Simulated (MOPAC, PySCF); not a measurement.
[Ti(F)2(NH2)2], neutral singlet in the gas phase. 

Z-matrix (Å, degrees):
```
Ti
F 1 1.7611
F 1 1.7611 2 110.57
N 1 1.8624 2 110.74 3 -123.20
H 4 1.0198 1 124.59 2 -22.39
H 4 1.0198 5 109.95 1 -169.66
N 1 1.8695 2 108.95 3 119.66
H 7 1.0172 1 127.36 2 119.55
H 7 1.0201 8 110.10 1 -179.98
```
Charge 0, multiplicity 1.

All levels are single points at this geometry (r2SCAN-D4/def2-SVP); Pople sets use spherical d functions. Orbital energies aren't observables, and empty levels follow the basis.

```json
[
 {"level": "PBE-D3(BJ)/def2-TZVP in PySCF", "HOMO (eV)": "-6.29", "LUMO (eV)": "-2.59", "gap (eV)": "3.70", "dipole (D)": "2.94", "vertical IE, Delta-SCF (eV)": "–"},
 {"level": "TPSSh-D3(BJ)/def2-TZVP in PySCF", "HOMO (eV)": "-6.93", "LUMO (eV)": "-2.14", "gap (eV)": "4.79", "dipole (D)": "2.97", "vertical IE, Delta-SCF (eV)": "–"},
 {"level": "B3LYP/3-21G in PySCF", "HOMO (eV)": "-6.66", "LUMO (eV)": "-1.07", "gap (eV)": "5.59", "dipole (D)": "2.88", "vertical IE, Delta-SCF (eV)": "–"},
 {"level": "B3LYP/6-311+G** (LANL2DZ on Ti) in PySCF", "HOMO (eV)": "-7.69", "LUMO (eV)": "-2.31", "gap (eV)": "5.38", "dipole (D)": "3.28", "vertical IE, Delta-SCF (eV)": "–"},
 {"level": "B3LYP/LANL2DZ in PySCF", "HOMO (eV)": "-7.53", "LUMO (eV)": "-2.11", "gap (eV)": "5.42", "dipole (D)": "3.62", "vertical IE, Delta-SCF (eV)": "–"},
 {"level": "HF/3-21G in PySCF", "HOMO (eV)": "-10.95", "LUMO (eV)": "1.74", "gap (eV)": "12.69", "dipole (D)": "3.15", "vertical IE, Delta-SCF (eV)": "–"},
 {"level": "HF/STO-3G in PySCF", "HOMO (eV)": "-8.26", "LUMO (eV)": "9.07", "gap (eV)": "17.33", "dipole (D)": "1.16", "vertical IE, Delta-SCF (eV)": "–"},
 {"level": "PM6 in MOPAC", "HOMO (eV)": "-10.44", "LUMO (eV)": "-1.22", "gap (eV)": "9.22", "dipole (D)": "4.06", "vertical IE, Delta-SCF (eV)": "–"},
 {"level": "PM7 in MOPAC", "HOMO (eV)": "-9.95", "LUMO (eV)": "-0.08", "gap (eV)": "9.88", "dipole (D)": "4.27", "vertical IE, Delta-SCF (eV)": "–"}
]
```
